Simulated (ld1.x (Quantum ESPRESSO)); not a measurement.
**In (Z = 49): one change to a TM semilocal potential, before and after**

* Element: indium (In)
* Generator: ld1.x (Quantum ESPRESSO) 7.5
* Type: norm-conserving Troullier–Martins (semilocal form)
* Functional: BLYP
* Relativity: scalar-relativistic
* Frozen core: [Kr] 4d10
* Valence charge: 3
* Reference configuration: 5s2 5p0 (charge +1)
* Partial waves: 5s (bound): rc 1.55 bohr; 5p (bound, empty): rc 2.55 bohr
* Local potential: the p channel
* Core correction: a·sin(br)/r model core inside 1.05 bohr

All-electron outer shells of the reference configuration (BLYP, scalar-relativistic, ld1.x):

```
shell  level (eV)  outermost node (bohr)  outermost maximum (bohr)
   4d      -25.89                   0.40                      0.94
   5s      -14.95                   1.02                      2.11
   5p       -8.49                   1.14                      2.64
```

Change: all radii but the core radius scaled by about 1.38 (s 2.14, p 3.52 bohr).

Cutoffs: the cutoffs (Ry, on a coarse ladder) from which the occupation-weighted sum of valence levels, in a spherical-Bessel basis at the reference potential, stays within 10 and 1 mRy of its value at 400 Ry; they do not see the model core or the augmentation charge, which bear on the density cutoff. Errors are all-electron minus pseudo energies relative to the spin-unpolarised reference configuration.

Problem. Predict the effect on cutoff, ghosts and configuration errors.

Solution. The potential gets softer (35 Ry and 140 Ry → 18 Ry and 30 Ry); of the 7 tests that both files solve, the error grows in 3 and shrinks in 3 by more than 15 % and 0.3 meV (median size 15.2 → 9.5 meV); neither file shows a bound ghost. A larger radius leaves more room for a smooth pseudo-wave, so fewer plane waves are needed. A semilocal file is local in each channel, so a ghost entry of none says nothing of the separable form that plane-wave codes build from it.

```csv
quantity,base,changed
"cutoff, loose",35 Ry,18 Ry
"cutoff, tight",140 Ry,30 Ry
bound ghosts,none,none
"error for 5s2 5p1, meV [ΔE -5.36 eV]",-9.3,-12
"error for 5s1 5p0, meV [ΔE 19.32 eV]",-106,-109
"error for 5s2 5p0.5, meV [ΔE -3.43 eV]",-3.1,-4.6
"error for 5s1 5p2, meV [ΔE 0.51 eV]",-15,+1.0
"error for 5s2 5p1.3, meV [ΔE -5.87 eV]",-12,-15
"error for 5s1 5p1, meV [ΔE 6.58 eV]",-26,-9.5
"error for 5s0 5p3, meV [ΔE 6.68 eV]",-78,-4.6
```
